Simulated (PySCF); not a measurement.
Excitations are Tamm–Dancoff values on a coarser integration grid. The basis has no diffuse functions, so Rydberg states are missing or too high.

H₂B₂O, SMILES `BB=O` (H–B–B–O torsion 29°) (charge 0, multiplicity 1)

Computed with PBE-D3(BJ)/def2-TZVP // B3LYP-D3(BJ)/def2-TZVP run with PySCF 2.14.0.

The HOMO is -8.52 eV. The dipole moment comes out as 2.71 D and the LUMO is -4.46 eV. The HOMO–LUMO gap comes out as 4.06 eV, the S1 excitation (TDA) is 4.14 eV and the S1 oscillator strength comes out as 0.000. The brightest of the four lowest singlets (TDA) comes out as 5.25 eV. The T1 excitation (TDA) is 3.84 eV. The S1–T1 gap (TDA) is 0.30 eV and the total energy is -126.0155 Ha. The cost is roughly 40 core-seconds.

```xyz
5

B     -0.6679    -0.0006     0.0003
B      0.9998     0.0010    -0.0004
O      2.2040     0.0020    -0.0008
H     -1.2669    -1.0252    -0.0036
H     -1.2689     1.0229     0.0045
```
